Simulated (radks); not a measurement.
Se20+, 14 electrons, occupied as [Ne] 3s2 3p2. Method: scalar-relativistic Kohn-Sham, BLYP, spin-polarised, spherical densities, finite nucleus; open shells are filled with parallel spins first; Fermi nuclear charge, rms radius 4.14 fm; computed with a radial shooting solver on a logarithmic mesh with Libxc functionals.

Radial electron density D(r) = 4 pi r^2 rho(r):

| r (bohr) | D(r) (e/bohr) | spin D(r) |
|---|---|---|
| 0.001845 | 1.245 | -0.0000654 |
| 0.00229 | 1.836 | -0.0000881 |
| 0.002865 | 2.724 | -0.000111 |
| 0.003585 | 4.003 | -0.000116 |
| 0.004449 | 5.736 | -0.0000647 |
| 0.005566 | 8.204 | 0.000150 |
| 0.006963 | 11.51 | 0.000771 |
| 0.008642 | 15.61 | 0.00226 |
| 0.01081 | 20.79 | 0.00585 |
| 0.01353 | 26.70 | 0.0139 |
| 0.01679 | 32.57 | 0.0303 |
| 0.021 | 37.93 | 0.0648 |
| 0.02607 | 41.30 | 0.129 |
| 0.03261 | 41.97 | 0.251 |
| 0.0408 | 39.65 | 0.458 |
| 0.05063 | 35.97 | 0.762 |
| 0.06335 | 33.54 | 1.18 |
| 0.07925 | 35.34 | 1.60 |
| 0.09836 | 41.13 | 1.81 |
| 0.1231 | 47.02 | 1.56 |
| 0.154 | 46.25 | 0.805 |
| 0.1911 | 36.65 | 0.0681 |
| 0.239 | 22.70 | 0.304 |
| 0.2991 | 13.51 | 2.13 |
| 0.3712 | 11.61 | 4.42 |
| 0.4643 | 11.16 | 5.18 |
| 0.5809 | 7.532 | 3.59 |
| 0.721 | 3.102 | 1.50 |
| 0.902 | 0.6610 | 0.326 |
| 1.128 | 0.06679 | 0.0341 |
| 1.401 | 0.003098 | 0.00166 |

D(r) has 3 maxima, at r = 0.0306, 0.135, 0.405 bohr, and minima at 0.0654, 0.371 bohr, inside which lie 2.09, 10.73 electrons.
